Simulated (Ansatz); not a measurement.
Cost and result for the atomization energy of C2H7NSi (`N/C=C/[SiH3]`) (11 atoms, 10 bonds).

```csv
atom,x (Å),y (Å),z (Å)
N1,1.284,1.804,-0.087
C2,0.256,0.903,-0.071
C3,0.355,-0.431,0.053
Si4,-1.116,-1.525,-0.035
H5,2.188,1.491,0.225
H6,1.074,2.764,0.119
H7,-0.719,1.363,-0.220
H8,1.346,-0.860,0.199
H9,-1.046,-2.495,-1.166
H10,-2.328,-0.676,-0.219
H11,-1.295,-2.338,1.202
```

Total charge 0; spin multiplicity 1. All single points use the PBE0-D4/def2-TZVP geometry. It is one conformer, not always the lowest. Program: Ansatz. All runs use 2 threads of an Arm Neoverse V2 on a shared host. Times are those of one run each, without the atoms' runs, and a repeat can differ threefold. Electronic energies, without spin–orbit coupling; frozen cores. CCSD(T)/CBS adds CCSD(T) − MP2 in def2-TZVPP to the MP2 limit, and its time is that of the two runs behind it. T1 = 0.012. B3LYP takes the VWN-RPA correlation (the form of Gaussian; ORCA's B3LYP/G). HSE06 is the plane-wave form, built on full-range PBE exchange.

CCSD(T)/CBS is a level of theory with its own doubt, some kJ/mol a heavy atom from the limit and from the frozen cores, so smaller differences don't rank the functionals.

```csv
level,functions,wall time
LDA (SPW92)/def2-TZVPP,233,1.4 s
revPBE-D4/def2-TZVPP,233,2.2 s
BLYP-D4/def2-TZVPP,233,2.4 s
PBE-D4/def2-TZVPP (with forces),233,2.8 s
PBE0-D4/def2-TZVPP,233,2.9 s
BHLYP-D4/def2-TZVPP,233,2.9 s
HSE06-D4/def2-TZVPP,233,3.2 s
CCSD(T)/def2-SVP,95,3.3 s
B3LYP-D4/def2-TZVPP (with forces),233,4.6 s
ωB97X-V/def2-TZVPP,233,8.5 s
MP2/def2-QZVPP,451,22 s
CCSD(T)/def2-TZVPP,233,5.3 min
CCSD(T)/CBS(def2),–,5.7 min
```

(1) What atomization energy does each give, and how far from CCSD(T)/CBS? (Best estimate.)

Answers

(1) The calculation gave: 
| level | atomization (kJ/mol) | difference from CCSD(T)/CBS | per bond |
| --- | --- | --- | --- |
| LDA (SPW92)/def2-TZVPP | 4522.5 | 549.0 | 54.9 |
| revPBE-D4/def2-TZVPP | 3962.7 | -10.8 | -1.1 |
| BLYP-D4/def2-TZVPP | 3987.5 | 14.0 | 1.4 |
| PBE-D4/def2-TZVPP (with forces) | 4048.8 | 75.3 | 7.5 |
| PBE0-D4/def2-TZVPP | 3985.6 | 12.1 | 1.2 |
| BHLYP-D4/def2-TZVPP | 3891.4 | -82.1 | -8.2 |
| HSE06-D4/def2-TZVPP | 3988.6 | 15.1 | 1.5 |
| CCSD(T)/def2-SVP | 3751.0 | -222.5 | -22.3 |
| B3LYP-D4/def2-TZVPP (with forces) | 3997.1 | 23.6 | 2.4 |
| ωB97X-V/def2-TZVPP | 3994.1 | 20.6 | 2.1 |
| MP2/def2-QZVPP | 3960.6 | -12.9 | -1.3 |
| CCSD(T)/def2-TZVPP | 3867.5 | -106.0 | -10.6 |
| CCSD(T)/CBS(def2) | 3973.5 | 0.0 | 0.0 |

In def2-TZVPP, CCSD(T) changes the Hartree–Fock value by +976.0 kJ/mol (the triples alone add +54.6 kJ/mol) and MP2 by +1006.1 kJ/mol; breaking electron pairs costs correlation energy, which Hartree–Fock lacks. From PBE to PBE0 (25 % exact exchange), in def2-TZVPP and without D4, the atomization energy moves by −60.1 kJ/mol: exact exchange takes away binding that semilocal exchange gives to molecules. The D4 term adds +30.3 kJ/mol with B3LYP and +15.8 kJ/mol with PBE0; it sums over pairs of atoms, weighted by their polarisabilities, and B3LYP, whose exchange is more repulsive, gets the larger term.
